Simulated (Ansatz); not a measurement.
Born–Oppenheimer molecular dynamics of FH5W (7 atoms, charge 0, multiplicity 1). It starts from a relaxed structure.

Method: RKS PBE0-D4/def2-SVP (Ansatz 0.2.0).

- ensemble: NVE (velocity Verlet)
- time step: 0.25 fs
- steps asked: 166
- starting velocities drawn for: 2000 K
- seed: 563472

Frames 1.25 fs apart, positions in Å, forces in eV/Å.

Velocities at 2.5 fs (Å/ps):

```
W -0.98 0.82 -0.41
H -3.75 23.17 -37.22
F 10.16 -2.05 4.07
H -15.10 -12.41 54.83
H 5.91 -33.97 18.46
H 15.36 -8.37 -3.32
H -14.42 -79.78 -35.46
```

```xyz
7
Properties=species:S:1:pos:R:3:forces:R:3 time_fs=2.5 energy_less_start_eV=0.371 T=1428
W 0.377 -0.300 -0.305 2.32 -1.04 -3.04
H -0.107 0.127 1.046 -1.16 0.56 3.46
F 2.123 0.259 0.244 -0.64 -0.05 -0.16
H -0.163 1.182 0.226 0.06 -0.03 -0.57
H -1.228 -0.131 0.013 -0.54 0.28 -0.07
H -0.371 -1.631 0.418 0.09 0.00 0.17
H -0.471 0.190 -1.706 -0.12 0.28 0.20
7
Properties=species:S:1:pos:R:3:forces:R:3 time_fs=3.8 energy_less_start_eV=0.514 T=1206
W 0.376 -0.299 -0.305 2.63 -1.07 -3.10
H -0.121 0.160 1.027 -1.21 0.50 3.70
F 2.135 0.257 0.249 -0.91 -0.08 -0.25
H -0.182 1.167 0.289 0.09 -0.02 -0.76
H -1.225 -0.172 0.036 -0.64 0.34 -0.16
H -0.352 -1.641 0.415 0.12 0.01 0.21
H -0.490 0.092 -1.748 -0.09 0.31 0.37
7
Properties=species:S:1:pos:R:3:forces:R:3 time_fs=5.0 energy_less_start_eV=0.482 T=1254
W 0.375 -0.298 -0.306 2.13 -0.63 -1.69
H -0.152 0.201 1.061 -0.69 0.05 2.41
F 2.147 0.254 0.254 -1.14 -0.11 -0.36
H -0.199 1.151 0.342 0.10 -0.02 -0.81
H -1.231 -0.207 0.056 -0.56 0.35 -0.29
H -0.330 -1.652 0.416 0.16 0.04 0.21
H -0.510 -0.001 -1.785 0.00 0.32 0.54
7
Properties=species:S:1:pos:R:3:forces:R:3 time_fs=6.2 energy_less_start_eV=0.471 T=1272
W 0.374 -0.297 -0.307 1.32 -0.09 0.02
H -0.194 0.241 1.131 -0.02 -0.45 0.73
F 2.158 0.251 0.259 -1.35 -0.15 -0.47
H -0.214 1.134 0.382 0.10 -0.03 -0.70
H -1.246 -0.236 0.071 -0.33 0.34 -0.45
H -0.306 -1.661 0.419 0.19 0.08 0.19
H -0.530 -0.089 -1.814 0.10 0.30 0.69
7
Properties=species:S:1:pos:R:3:forces:R:3 time_fs=7.5 energy_less_start_eV=0.580 T=1104
W 0.374 -0.297 -0.308 0.61 0.26 1.27
H -0.236 0.276 1.213 0.48 -0.75 -0.56
F 2.167 0.248 0.263 -1.54 -0.19 -0.57
H -0.229 1.117 0.413 0.08 -0.04 -0.50
H -1.265 -0.261 0.080 -0.05 0.31 -0.58
H -0.279 -1.670 0.425 0.21 0.12 0.17
H -0.549 -0.172 -1.833 0.20 0.29 0.79
7
Properties=species:S:1:pos:R:3:forces:R:3 time_fs=8.8 energy_less_start_eV=0.751 T=839
W 0.373 -0.296 -0.309 0.15 0.42 1.98
H -0.271 0.299 1.286 0.77 -0.87 -1.34
F 2.176 0.245 0.267 -1.68 -0.24 -0.65
H -0.241 1.100 0.435 0.05 -0.02 -0.29
H -1.285 -0.281 0.080 0.21 0.29 -0.67
H -0.249 -1.677 0.434 0.22 0.14 0.16
H -0.564 -0.252 -1.840 0.28 0.28 0.82
7
Properties=species:S:1:pos:R:3:forces:R:3 time_fs=10.0 energy_less_start_eV=0.898 T=611
W 0.373 -0.295 -0.310 -0.05 0.47 2.35
H -0.295 0.310 1.340 0.89 -0.91 -1.75
F 2.183 0.242 0.270 -1.79 -0.28 -0.72
H -0.254 1.083 0.454 0.02 0.03 -0.12
H -1.302 -0.297 0.071 0.40 0.26 -0.71
H -0.216 -1.681 0.445 0.22 0.15 0.16
H -0.576 -0.327 -1.835 0.31 0.27 0.78
7
Properties=species:S:1:pos:R:3:forces:R:3 time_fs=11.2 energy_less_start_eV=0.965 T=509
W 0.372 -0.294 -0.310 -0.04 0.49 2.53
H -0.305 0.307 1.369 0.91 -0.91 -1.91
F 2.189 0.239 0.272 -1.85 -0.31 -0.76
H -0.265 1.065 0.470 0.01 0.09 0.00
H -1.314 -0.309 0.051 0.48 0.24 -0.69
H -0.179 -1.683 0.458 0.20 0.14 0.17
H -0.583 -0.398 -1.818 0.29 0.27 0.66
7
Properties=species:S:1:pos:R:3:forces:R:3 time_fs=12.5 energy_less_start_eV=0.934 T=556
W 0.371 -0.293 -0.311 0.18 0.52 2.60
H -0.302 0.290 1.368 0.84 -0.90 -1.89
F 2.193 0.235 0.274 -1.87 -0.33 -0.79
H -0.277 1.050 0.486 0.02 0.13 0.04
H -1.318 -0.317 0.020 0.45 0.22 -0.62
H -0.140 -1.684 0.474 0.17 0.11 0.20
H -0.585 -0.466 -1.791 0.21 0.25 0.47
7
Properties=species:S:1:pos:R:3:forces:R:3 time_fs=13.8 energy_less_start_eV=0.823 T=728
W 0.371 -0.292 -0.311 0.58 0.58 2.52
H -0.287 0.260 1.340 0.68 -0.87 -1.66
F 2.196 0.231 0.276 -1.84 -0.35 -0.80
H -0.288 1.036 0.503 0.06 0.16 0.00
H -1.316 -0.322 -0.020 0.31 0.20 -0.50
H -0.097 -1.682 0.493 0.14 0.09 0.22
H -0.585 -0.529 -1.758 0.08 0.21 0.22
7
Properties=species:S:1:pos:R:3:forces:R:3 time_fs=15.0 energy_less_start_eV=0.678 T=951
W 0.370 -0.291 -0.311 1.16 0.63 2.22
H -0.262 0.217 1.287 0.39 -0.83 -1.15
F 2.197 0.227 0.277 -1.78 -0.36 -0.79
H -0.298 1.024 0.520 0.12 0.17 -0.14
H -1.309 -0.324 -0.067 0.08 0.18 -0.35
H -0.053 -1.680 0.516 0.11 0.07 0.24
H -0.583 -0.590 -1.721 -0.07 0.14 -0.04
7
Properties=species:S:1:pos:R:3:forces:R:3 time_fs=16.2 energy_less_start_eV=0.572 T=1115
W 0.370 -0.290 -0.311 1.88 0.63 1.53
H -0.231 0.162 1.218 -0.07 -0.73 -0.22
F 2.197 0.223 0.277 -1.70 -0.36 -0.78
H -0.307 1.015 0.534 0.19 0.17 -0.34
H -1.301 -0.324 -0.119 -0.19 0.17 -0.17
H -0.007 -1.676 0.541 0.09 0.07 0.24
H -0.583 -0.648 -1.685 -0.21 0.06 -0.27
```

Of the whole run (42 fs, mean temperature of the second half 1101 K): The conserved energy stayed within 0.16 meV per atom of its start (net change 0.098 meV per atom), so the integration is sound. A run of 0.042 ps of so small a system gives no equilibrium averages.

The run took 6.9 min on 1 thread of Arm Neoverse V1, on a shared host, peak memory 0.13 GiB.
